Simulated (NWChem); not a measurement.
System: CH$_{3}$ClO$_{2}$Si; SMILES Cl[SiH]1OCO1

Here is an NWChem input.

```
start job
memory heap 200 mb stack 900 mb global 1100 mb
geometry units angstroms
  Cl     1.614553    -0.609081     0.526836
  Si     0.137153     0.552820    -0.088423
  O     -0.802971    -0.062560    -1.315149
  C     -1.907440    -0.056679    -0.451408
  O     -1.300781     0.388346     0.731744
  H      0.510379     1.933632    -0.301829
  H     -2.669939     0.646683    -0.791792
  H     -2.329098    -1.056516    -0.333705
end
basis spherical
  * library def2-svp
end
dft
  xc pbe0
  iterations 150
end
driver
  maxiter 120
end
task dft optimize
task dft freq
```

NWChem printed, in part:

```
             Northwest Computational Chemistry Package (NWChem) 7.3.0
             --------------------------------------------------------

 CS  symmetry detected

                             Geometry "geometry" -> ""
                             -------------------------

 Output coordinates in angstroms (scale by  1.889725989 to convert to a.u.)

  No.       Tag          Charge          X              Y              Z
 ---- ---------------- ---------- -------------- -------------- --------------
    1 Cl                  17.0000    -0.26206327     1.85281234     0.00000000
    2 Si                  14.0000     0.56865584     0.05804937     0.00000000
    3 O                    8.0000    -0.07331821    -1.03512258    -1.07713764
    4 C                    6.0000    -0.47491762    -1.83788367     0.00000000
    5 O                    8.0000    -0.07331821    -1.03512258     1.07713764
    6 H                    1.0000     2.01482002     0.06757347     0.00000000
    7 H                    1.0000     0.05638454    -2.79166672     0.00000000
    8 H                    1.0000    -1.55471367    -1.99714442     0.00000000

 Effective nuclear repulsion energy (a.u.)     304.9471643404

      Symmetry information
      --------------------

 Group name             Cs
 Group number              2
 Group order               2
 No. of unique centers     7

                                Z-matrix (autoz)
                                --------

 Units are Angstrom for bonds and degrees for angles

[...]

      ----------------------
      Optimization converged
      ----------------------

  Step       Energy      Delta E   Gmax     Grms     Xrms     Xmax
  ---- ---------------- -------- -------- -------- -------- --------
@   10    -939.28252197 -1.2D-07  0.00002  0.00001  0.00018  0.00047
                                     ok       ok       ok       ok

                                Z-matrix (autoz)
                                --------

 Units are Angstrom for bonds and degrees for angles

[...]

 Rotational Constants
 --------------------
 A=   0.274178 cm-1  (  0.394471 K)
 B=   0.071960 cm-1  (  0.103531 K)
 C=   0.067293 cm-1  (  0.096817 K)

 Temperature                      =   298.15K
 frequency scaling parameter      =   1.0000

 Zero-Point correction to Energy  =   30.137 kcal/mol  (  0.048026 au)
 Thermal correction to Energy     =   33.358 kcal/mol  (  0.053159 au)
 Thermal correction to Enthalpy   =   33.950 kcal/mol  (  0.054102 au)

 Total Entropy                    =   74.546 cal/mol-K
   - Translational                =   39.983 cal/mol-K (mol. weight = 109.9591)
   - Rotational                   =   26.587 cal/mol-K (symmetry #  =        1)
   - Vibrational                  =    7.975 cal/mol-K

 Cv (constant volume heat capacity) =   17.050 cal/mol-K
   - Translational                  =    2.979 cal/mol-K
   - Rotational                     =    2.979 cal/mol-K
   - Vibrational                    =   11.092 cal/mol-K

[normal modes left out]

 ----------------------------------------------------------------------------
 Normal Eigenvalue ||           Projected Infra Red Intensities
  Mode   [cm**-1]  || [atomic units] [(debye/angs)**2] [(KM/mol)] [arbitrary]
 ------ ---------- || -------------- ----------------- ---------- -----------
    1       -0.000 ||    0.000027           0.001         0.026       0.005
    2       -0.000 ||    0.000087           0.002         0.085       0.018
    3       -0.000 ||    0.000126           0.003         0.122       0.026
    4        0.000 ||    0.000083           0.002         0.080       0.017
    5        0.000 ||    0.000083           0.002         0.081       0.017
    6        0.000 ||    0.000054           0.001         0.053       0.011
    7      160.147 ||    0.000264           0.006         0.257       0.054
    8      187.169 ||    0.001252           0.029         1.221       0.256
    9      331.926 ||    0.018174           0.419        17.717       3.711
   10      555.717 ||    0.090745           2.094        88.463      18.529
   11      692.498 ||    0.009991           0.230         9.739       2.040
   12      696.654 ||    0.090453           2.087        88.178      18.469
   13      775.906 ||    0.034157           0.788        33.298       6.974
   14      870.615 ||    0.171216           3.950       166.910      34.960
   15      969.539 ||    0.170524           3.934       166.236      34.819
   16     1020.484 ||    0.182462           4.210       177.873      37.256
   17     1107.011 ||    0.157187           3.626       153.234      32.095
   18     1148.795 ||    0.007153           0.165         6.973       1.460
   19     1161.469 ||    0.000045           0.001         0.044       0.009
   20     1378.440 ||    0.014699           0.339        14.329       3.001
   21     1536.118 ||    0.006150           0.142         5.996       1.256
   22     2328.110 ||    0.100864           2.327        98.327      20.595
   23     3051.324 ||    0.084579           1.951        82.451      17.270
   24     3118.943 ||    0.035025           0.808        34.144       7.152
 ----------------------------------------------------------------------------
```

Level: PBE0/def2-SVP.
